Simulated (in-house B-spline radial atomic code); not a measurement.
**Ionising the phosphorus ion P⁺ with different functionals**

Computed with a B-spline radial code for spherical atoms: non-relativistic Hamiltonian, point nucleus, spin-polarised at highest spin, spherical fractional occupations for the functionals, the average over the highest-spin determinants for Hartree-Fock. The ionisation energy is the difference of two self-consistent energies, [Ne] 3s2 3p2 → [Ne] 3s2 3p1, without Breit or QED terms; ε is the level of the shell that loses the electron (its least bound occupied spin orbital).

Hybrids are left out here: with spherical fractional occupations of an open shell their exact exchange keeps a self-interaction that integer-occupation calculations don't have.

| method | rung | ΔSCF (eV) | -ε(3p) (eV) |
| --- | --- | --- | --- |
| Hartree-Fock | Hartree-Fock | 19.18 | 19.60 |
| LDA VWN5 | LDA | 19.88 | 15.01 |
| LDA PW92 | LDA | 19.87 | 15.01 |
| LDA exchange-only | LDA | 18.87 | 14.08 |
| PBE | GGA | 19.88 | 15.03 |
| PBEsol | GGA | 19.83 | 14.98 |
| BLYP | GGA | 19.64 | 14.74 |
| RPBE | GGA | 19.88 | 15.03 |
| PW91 | GGA | 19.93 | 15.07 |
| BP86 | GGA | 19.93 | 15.06 |
| AM05 | GGA | 19.80 | 14.94 |
| OLYP | GGA | 19.80 | 14.92 |
| TPSS | meta-GGA | 19.96 | 15.14 |
| SCAN | meta-GGA | 20.09 | 15.34 |
| r2SCAN | meta-GGA | 20.07 | 15.33 |
| M06-L | meta-GGA | 19.95 | 15.20 |
| revTPSS | meta-GGA | 19.94 | 15.12 |

Problem. How do they compare with the NIST value?

Solution. NIST lists 19.769 eV (semi-empirical, ground level to ground level). Errors run from -0.90 to +0.32 eV; AM05 is closest (+0.03 eV), but part of that can be cancellation, since the calculations leave out relativity, Breit-QED terms, multiplet and fine-structure energies. Hartree-Fock also lacks correlation.
